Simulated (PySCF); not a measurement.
CH₁₀O₂Si₄.
Atom-mapped SMILES: `[O:1]=[CH:2][O:3][SiH2:4][SiH2:5][SiH2:6][SiH3:7]` (hydrogens: H8 on C2; H9, H10 on Si4; H11, H12 on Si5; H13, H14 on Si6; H15, H16, H17 on Si7)

Method: PBE0-D3(BJ)/def2-SVP geometry optimisation, gas phase (PySCF); density fitting, grid level 1; the optimiser is geomeTRIC in internal coordinates, started from a GFN2-xTB structure with every atom displaced at random (about 0.01 Å).

Geometry at step 6:
```
atom  x, y, z in Å
O1     -1.4463    0.1122   -1.3462
C2     -2.1049    0.8925   -0.7072
O3     -2.0863    1.0310    0.6041
Si4    -1.0928    0.1106    1.6904
Si5    -0.1419   -1.7248    0.5918
Si6     1.3967   -1.0544   -1.0450
Si7     1.8210    1.2532   -0.9573
H8     -2.8675    1.5557   -1.1651
H9     -2.0436   -0.2575    2.7795
H10    -0.0997    1.0868    2.2202
H11    -1.2545   -2.5457    0.0269
H12     0.5205   -2.5479    1.6565
H13     0.9015   -1.4589   -2.3928
H14     2.6981   -1.7600   -0.8107
H15     3.0022    1.5124   -0.0780
H16     0.6672    2.0115   -0.3864
H17     2.1140    1.7959   -2.3174
```

**Question.** Give the atomic forces at this geometry.

**Answer.** 
| atom | Fx (eV/Å) | Fy (eV/Å) | Fz (eV/Å) |
| --- | --- | --- | --- |
| O1 | 0.126 | 0.124 | 0.016 |
| C2 | -0.302 | -0.287 | 0.031 |
| O3 | 0.085 | 0.060 | -0.048 |
| Si4 | -0.113 | 0.051 | -0.030 |
| Si5 | -0.007 | -0.017 | 0.028 |
| Si6 | 0.011 | -0.035 | -0.012 |
| Si7 | -0.005 | 0.018 | 0.018 |
| H8 | 0.097 | 0.108 | -0.024 |
| H9 | 0.049 | -0.011 | 0.000 |
| H10 | 0.049 | -0.022 | 0.022 |
| H11 | -0.006 | -0.005 | -0.021 |
| H12 | 0.035 | 0.002 | 0.033 |
| H13 | -0.029 | 0.024 | -0.018 |
| H14 | 0.015 | -0.011 | 0.008 |
| H15 | 0.024 | -0.004 | 0.014 |
| H16 | -0.033 | 0.003 | 0.013 |
| H17 | 0.005 | 0.003 | -0.028 |

The largest, 0.42 eV/Å, acts on C2; the rms over all components is 0.073 eV/Å. The forces sum to zero within rounding, as they must for an isolated molecule in no field.

**Question.** Give the force on C2 in Eh/bohr and in nN.

**Answer.** 0.418 eV/Å ÷ 51.422 = 0.00814 Eh/bohr, and 0.418 eV/Å × 1.602 = 0.67 nN.

**Question.** How far is this geometry from the end of the optimisation?

**Answer.** 0.011 eV above it, and 0.077 Å rms away after alignment. The bonds farthest from their final lengths, with half the difference of the two atoms' forces along the bond (positive lengthens):

```csv
bond,now (Å),final (Å),force along bond (eV/Å)
Si4–H9,1.492,1.490,-0.03
Si5–Si6,2.344,2.346,+0.02
Si5–H11,1.494,1.495,+0.01
O3–Si4,1.736,1.734,-0.05
Si6–Si7,2.348,2.350,+0.03
Si7–H17,1.493,1.495,+0.02
```

The angle farthest from its final value is Si5–Si4–H10, 114.2° against 112.5°.

The cost below is that of the whole optimisation. Hardware: one thread, Arm Neoverse V2 (aarch64), on a shared host. Cost: 2.7 min of wall time, 0.70 GiB resident at most.
